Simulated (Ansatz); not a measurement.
Gas-phase electronic energies from Ansatz, PBE0-D4/def2-TZVP geometries. CBS: MP2 limit from def2 TZ/QZ plus the TZ coupled-cluster correction, frozen cores. DFT in def2-TZVPP. For Br outer-core shells are correlated without core-valence functions, which leaves a few kJ/mol of doubt a bond. Scalar relativity is left out up to krypton. Each species was taken in one conformer, which may not be the lowest.

Consider the substitution at a C–C bond: `FCC(F)CC(F)F` + HBr → `FCC(F)Br` + `CC(F)F`.

(1) Is it downhill or uphill in electronic energy at CCSD(T)/CBS, and by how much? (Best estimate.)

(2) What do these levels give: B2PLYP, r2SCAN, CCSD(T)/def2-TZVPP, MP2/def2-QZVPP, HF/CBS(def2), MP2/CBS(def2)? (An estimate is asked.)

Largest T1 diagnostic among the species: 0.011.

Results:

(1) The calculation gave: Uphill: ΔE = +6.2 kcal/mol.

(2) Ansatz gave: B2PLYP 4.9, r2SCAN 4.6, CCSD(T)/def2-TZVPP 6.6, MP2/def2-QZVPP 5.5, HF/CBS(def2) 6.5, MP2/CBS(def2) 5.3 kcal/mol.

From PBE to PBE0 (25 % exact exchange), in def2-TZVPP and without D4, ΔE moves by +1.5 kcal/mol.
